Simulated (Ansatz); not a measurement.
Cartesian coordinates in Å:
```
C 1.566 0.576 -0.347
B 0.363 -0.289 -0.829
F 0.412 -0.828 -2.048
Si -1.333 -0.644 0.255
O -1.261 -0.017 1.789
H 1.269 1.633 -0.401
H 2.464 0.452 -0.957
H 1.804 0.392 0.705
H -1.538 -2.105 0.441
H -2.516 -0.105 -0.485
H -1.232 0.936 1.876
```

Total charge 0; spin multiplicity 1.

**Question.** List the ωB97M-V/def2-TZVPP orbital energies in eV (the Gaussian-basis code of Ansatz). (Best estimate.)

**Answer.** The calculation gave: Occupied: -1807.03, -677.88, -526.11, -280.98, -189.14, -148.07, -102.21, -102.17, -102.15, -36.65, -30.82, -22.71, -18.68, -17.93, -16.22, -15.67, -15.26, -14.35, -13.82, -13.24, -13.18, -12.49, -11.37, -9.73. Lowest empty: 0.82, 1.50, 2.29, 3.46, 3.53, 3.71, 4.06, 4.31.
